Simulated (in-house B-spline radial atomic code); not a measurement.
**Ionising Lu42+ with different functionals**

Computed with a radial B-spline atomic code at the basis-set limit: four-component Dirac-Coulomb Hamiltonian, Fermi nucleus of rms radius 5.37 fm, spin-restricted, spherical fractional occupations for the functionals. The ionisation energy is the difference of two self-consistent energies, [Ar] 3d10 4s1 → [Ar] 3d10, without Breit or QED terms; ε is the level of the shell that loses the electron (mean over j).

```tsv
method	rung	ΔSCF (eV)	-ε(4s) (eV)
LDA VWN5	LDA	2133.2	2107.1
LDA PW92	LDA	2133.2	2107.1
PBEsol	GGA	2132.8	2105.9
OLYP	GGA	2133.6	2104.4
```

Among the functionals, which spreads more, the ΔSCF values or the orbital energies?

The orbital energies: ΔSCF values span about 0.8 eV and the orbital energies 2.8 eV.

How do they compare with the NIST value?

NIST lists 2126 eV ± 1.1 (semi-empirical, ground level to ground level). Errors run from +7.3 to +8.1 eV. The correlated functionals all miss on the same side by more than they spread, so the cause is common to them (Breit-QED terms, spin polarisation, or a listed next ion that isn't the cheapest removal here) and closeness doesn't rank the functionals.
